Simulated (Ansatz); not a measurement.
Z-matrix (Å, degrees):
```
C
Ge 1 1.951
H 1 1.091 2 110.7
H 1 1.090 2 109.9 3 -119.6
H 1 1.091 2 110.7 3 120.9
C 2 1.975 1 108.2 3 -60.6
H 2 1.541 1 111.1 3 59.2
H 2 1.541 1 111.1 3 179.6
N 6 1.266 2 125.9 1 -0.2
H 6 1.097 2 118.0 1 179.8
H 9 1.023 6 111.7 2 0.0
```

Total charge 0; spin multiplicity 1.

(1) List the PBE/def2-TZVPP orbital energies in eV (the Gaussian-basis code of Ansatz). (Estimate.)

## Answers

(1) Computed: Occupied: -10804.34, -1337.71, -1191.12, -1191.12, -1191.12, -380.47, -270.10, -269.05, -162.30, -113.74, -113.74, -113.73, -29.58, -29.58, -29.57, -29.51, -29.51, -22.53, -17.54, -15.19, -13.32, -10.88, -10.32, -10.30, -9.37, -8.66, -7.90, -7.82, -5.71. Lowest empty: -1.80, -0.17, 0.47, 0.69, 1.52, 1.56, 1.81, 2.10.
